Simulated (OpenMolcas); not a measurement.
# neutral sulfur: effect of the IPEA shift

```
Program             : OpenMolcas 26.06
Basis               : ANO-R2 [5s4p3d1f]
Scalar Hamiltonian  : X2C, finite nucleus
Active space        : 4 electrons in 3 orbitals (3p)
State averaging     : 2S+1 = 3 even, 3 roots; 2S+1 = 1 even, 6 roots
Spin-orbit coupling : state interaction with AMFI integrals over the reference wave functions, term energies averaged over their components
```

Methods on the same reference wave functions:
A. CASSCF
B. SS-CASPT2, IPEA 0 Eh, imaginary shift 0.1 Eh (closed shells correlated: 2s 2p 3s)
C. SS-CASPT2, IPEA 0.25 Eh, imaginary shift 0.1 Eh (closed shells correlated: 2s 2p 3s)

Energies in cm-1 above 3s2 3p4 3P2, the measured ground level; measured values from NIST Handbook of Basic Atomic Spectroscopic Data.

| Level | A | B | C | Measured |
| --- | --- | --- | --- | --- |
| 3s2 3p4 3P2 | 0.0 | 0.0 | 0.0 | 0.0 |
| 3s2 3p4 3P1 | 370 | 371 | 371 | 396 |
| 3s2 3p4 3P0 | 543 | 542 | 542 | 574 |
| 3s2 3p4 1D2 | 11805 | 10150 | 9720 | 9239 |
| 3s2 3p4 1S0 | 29117 | 24000 | 23910 | 22180 |

Deviations, from unrounded energies. A percentage is the sum of absolute deviations over the sum of measured energies, with the sign that they share, or ± where signs differ.

```
                        Against measurement  Levels      A     B     C
             mean absolute deviation (cm-1)       4   2400   700   570
      fine structure of the ground term (%)       2   -5.8  -5.8  -5.8
other terms of the ground configuration (%)       2  +30.2  +8.7  +7.0
```

C lies closest to measurement on these levels and A furthest from it. The largest miss of C in the table is 3s2 3p4 1S0, by +1700 cm-1. The ranking rests on the paired levels alone, and a cruder setting can come out closer through cancelling errors.

Between B and C the level of the table that moves most is 3s2 3p4 1D2, by 430 cm-1 (lowest in C, highest in B). Moves below CASPT2's spread within the term are not significant.

The mean deviations of B to C differ by less than CASPT2's widest spread within a term (180 cm-1), so their order carries little weight.

From A to B the spin-free energies of the other terms of 3s2 3p4 shown, above 3P, scale by factors of 0.82 to 0.86.

The lowest spin-free term lies below A's lowest term by 0.332 hartree in B, 0.323 hartree in C.

Term energies are means over components that CASPT2 splits; among the terms shown or strongly mixed into the levels shown the widest spread is 180 cm-1 (3s2 3p4 1D, C). With the s shell closed, the reference lacks s² → p² mixing. Without dynamic correlation excited terms often stand tens of per cent too high (terms of higher spin than the ground term too low), and those without a measured partner can miss by more than the paired ones (holds for A). Computed and measured levels are paired by configuration, term and J; levels that our copy of the source lacks, or whose pairing is in doubt (as where it misses far off the trend of its configuration), stay unpaired and out of the deviations. Levels of configurations outside the active space are missing.
